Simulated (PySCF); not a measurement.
WO2F, SMILES [O]=[W+](=[O])[F], charge +1, multiplicity 1. Atoms are numbered in the order given.

```xyz
4

W      0.0367     0.1710     0.0000
O      0.7695    -0.5532    -1.3100
O      0.7695    -0.5532     1.3100
F     -1.6698    -0.4223     0.0000
```
Charge +1, spin multiplicity 1.

Geometry optimised at PBE0-D3(BJ)/def2-TZVP. The multiplicity is an assumed one; other spin states were not compared. The isomer is the one that the SMILES or the coordinates give; other isomers of the formula were not compared. The def2 effective core potentials stand for the cores of W; spin–orbit coupling is left out.

Calculation: PBE0/def2-TZVPD in PySCF.

The molecule is in vacuum.

```json
{
  "total_energy": "-316.99890 hartree",
  "point_group": "Cs",
  "highest_occupied_level": "-16.22 eV",
  "lowest_empty_level": "-11.36 eV",
  "orbital_gap": "4.86 eV",
  "dipole_moment_about_the_centre_of_nuclear_charge": "0.999 e·Å",
  "mean_static_polarisability": "33.1 bohr³ (4.91 Å³)",
  "polarisability_principal_values": "23.3, 35.6, 40.6 bohr³"
}
```
